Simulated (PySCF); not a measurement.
## Energy of P²⁺ (phosphorus, charge +2) between two integer charges

The 3p alpha orbital of [Ne] 3s2 3p1 is emptied in steps (occupation f), with all orbitals relaxed, ending at [Ne] 3s2. All numbers are calculated (PySCF 2.14, the non-relativistic Hamiltonian (point nucleus), in aug-cc-pV(T+d)Z (6s5p4d2f, 55 functions)). The exact energy is a straight line in f; departures are measured from the line between the end points of the same method.

Problem. Among UHF, LDA, PBE, PBE0, r2SCAN, LC-wPBE, BHandHLYP, wB97X, r2SCAN0, B3LYP, which shows the largest delocalisation error (convex curve), and which is closest to linear?

Solution. Most convex: LDA (-1.296 eV at f = 0.4); closest to linear: UHF (0.092 eV).

| f | UHF (eV) | LDA (eV) | PBE (eV) | PBE0 (eV) | r2SCAN (eV) | LC-wPBE (eV) | BHandHLYP (eV) | wB97X (eV) | r2SCAN0 (eV) | B3LYP (eV) |
| --- | --- | --- | --- | --- | --- | --- | --- | --- | --- | --- |
| 1 | 0.000 | 0.000 | 0.000 | 0.000 | 0.000 | 0.000 | 0.000 | 0.000 | 0.000 | 0.000 |
| 0.8 | 0.063 | -0.865 | -0.844 | -0.620 | -0.788 | -0.159 | -0.409 | -0.215 | -0.581 | -0.679 |
| 0.6 | 0.093 | -1.298 | -1.262 | -0.925 | -1.171 | -0.232 | -0.610 | -0.316 | -0.862 | -1.014 |
| 0.4 | 0.092 | -1.296 | -1.255 | -0.917 | -1.158 | -0.224 | -0.606 | -0.309 | -0.851 | -1.009 |
| 0.2 | 0.061 | -0.861 | -0.829 | -0.604 | -0.760 | -0.141 | -0.400 | -0.202 | -0.557 | -0.667 |
| 0 | 0.000 | 0.000 | 0.000 | 0.000 | 0.000 | 0.000 | 0.000 | 0.000 | 0.000 | 0.000 |

| method | E(f=0) − E(f=1) (eV) | −ε at f=1 (eV) | −ε at f=0.4 (eV) |
| --- | --- | --- | --- |
| UHF | 29.580 | 29.974 | 29.500 |
| LDA | 30.203 | 24.802 | 31.298 |
| PBE | 30.238 | 24.953 | 31.329 |
| PBE0 | 30.259 | 26.368 | 31.069 |
| r2SCAN | 30.369 | 25.405 | 31.407 |
| LC-wPBE | 30.429 | 29.410 | 30.664 |
| BHandHLYP | 30.143 | 27.578 | 30.673 |
| wB97X | 30.134 | 28.774 | 30.427 |
| r2SCAN0 | 30.356 | 26.689 | 31.126 |
| B3LYP | 30.280 | 26.030 | 31.154 |

Reference removal energy between the ground levels: 30.203 eV (measured; NIST Atomic Spectra Database, ionization energies). The calculation has no spin-orbit coupling. UHF lacks correlation.
